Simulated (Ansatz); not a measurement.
Basis-set extrapolation for FH5OSi2 (`F[SiH2]O[SiH3]`) (PBE0-D4/def2-TZVP geometry, frozen core, Ansatz). Multiplicity 1, RHF reference.

|  | def2-TZVPP | def2-QZVPP |
| --- | --- | --- |
| HF | -755.350917 | -755.379172 |
| MP2 correlation | -0.730106 | -0.792955 |
| CCSD(T) correlation | -0.789168 | not run |

Energies in hartree. Use E(X) = E(∞) + A·exp(−7.88·√X) for Hartree–Fock and E(X) = E(∞) + B·X^(−2.97) for correlation, with X = 3 and 4, and add CCSD(T) minus MP2 of the smaller set to the MP2 limit.

Problem. What is the CCSD(T) energy at the basis-set limit?

Solution. HF limit: -755.379172 + (-0.028255) × 0.13774 = -755.38306. MP2 limit: -0.792955 + (-0.062849) × 0.74074 = -0.83951. Higher-order term: -0.789168 − (-0.730106) = -0.05906. Total: -756.28163 hartree, 88.8 kcal/mol below CCSD(T)/def2-TZVPP.
